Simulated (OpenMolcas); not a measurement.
Multiconfigurational calculation on Mn6+

Input:

```
&GATEWAY
Coord
1

Mn 0.0 0.0 0.0
Basis=ANO-R3
Group=XYZ
NoMove
AngMom=0.0 0.0 0.0
AMFI
&SEWARD
* reference wave functions (RASSCF and RASSI steps not shown): 1 electron in 5 orbitals (3d)
>>> COPY JOB001 $Project.JobIph
&CASPT2
Multistate=5 1 2 3 4 5
Frozen=1 0
IPEA=0.15
Imaginary=0.3
MaxIter=60
WThr=0.0 0.3 0.05
PrWF=0.5
NoMix
```

Launched by
```bash
OMP_NUM_THREADS=1 MOLCAS_MEM=2252 MOLCAS_PROJECT=a pymolcas a.inp > a.log  # once for each step of the input, in one work folder
```

Output, cut to the results:

```
--- CASPT2 ---
Orbital specifications:
      -----------------------

      Symmetry species                           1   2
                                                ag  au
      Frozen orbitals                            1   0
      Inactive orbitals                          2   6
      Active orbitals                            5   0
      Secondary orbitals                        43  41
      Deleted orbitals                           0   0
      Number of basis functions                 51  47
Type of calculation                        MS-CASPT2
      Fock operator                              state-specific
      IPEA shift                                 0.15
      Real shift                                 0.00
      Imaginary shift                            0.30
      The input orbitals will be transformed to quasi-canonical
Reference energy:       -1147.4894896214
      E2 (Non-variational):      -0.4365595366
      Shift correction:          -0.0004597206
      E2 (Variational):          -0.4370192572
      Total energy:           -1147.9265088785
      Residual norm:              0.0000000399
      Reference weight:           0.96313
      Contributions to the CASPT2 correlation energy
      Active & Virtual Only:         -0.0000000000
      One Inactive Excited:          -0.0771514735
      Two Inactive Excited:          -0.3594080630
Reference energy:       -1147.4894896214
      E2 (Non-variational):      -0.4366009010
      Shift correction:          -0.0004603505
      E2 (Variational):          -0.4370612515
      Total energy:           -1147.9265508728
      Residual norm:              0.0000000416
      Reference weight:           0.96311
      Contributions to the CASPT2 correlation energy
      Active & Virtual Only:         -0.0000000000
      One Inactive Excited:          -0.0771958407
      Two Inactive Excited:          -0.3594050603
::    CASPT2 Root  1     Total energy:  -1147.92650888
::    CASPT2 Root  2     Total energy:  -1147.92655087
::    CASPT2 Root  3     Total energy:  -1147.92649081
::    CASPT2 Root  4     Total energy:  -1147.92649198
::    CASPT2 Root  5     Total energy:  -1147.92649110
::    MS-CASPT2 Root  1     Total energy:  -1147.92655337
::    MS-CASPT2 Root  2     Total energy:  -1147.92651470
::    MS-CASPT2 Root  3     Total energy:  -1147.92649255
::    MS-CASPT2 Root  4     Total energy:  -1147.92648995
::    MS-CASPT2 Root  5     Total energy:  -1147.92648305
```

Levels above the lowest, from the spin-orbit matrix with the single-state CASPT2 energies, averaged by term, on its diagonal:

```csv
Configuration,Term,J,E (cm-1),Measured (cm-1),g,Term weight %
3d,2D,3/2,0.0,0.0,0.800,100
3d,2D,5/2,1299,1350,1.200,100
```

Against the measured value (Corliss and Sugar, J. Phys. Chem. Ref. Data 6, 1253 (1977)): 3d 2D 5/2: computed 1299, measured 1350 cm-1 (-3.7 %).

CASPT2 does not keep the components of a term degenerate, so their means are used; among the terms shown or strongly mixed into the levels shown the widest spread is 13 cm-1 (3d 2D). With one active electron, CASPT2 adds the correlation within the correlated inactive shells and between them and that electron, and leaves the splitting within a term as the reference gives it. Measured partners are found by configuration, term and J. A level has none where our copy of the source lacks it or the pairing is in doubt (some pairs that miss far off the trend of their configuration count as doubtful), and it then counts in no deviation. Levels of configurations outside the active space are missing.

The CASPT2 steps took 3.6 s on 1 thread of Intel(R) Xeon(R) Platinum 8259CL CPU @ 2.50GHz (Skylake/Cascade Lake), on a shared host; the integral step is not counted.

The term weight is that of the spin-free term in the level, not the purity of its configuration.
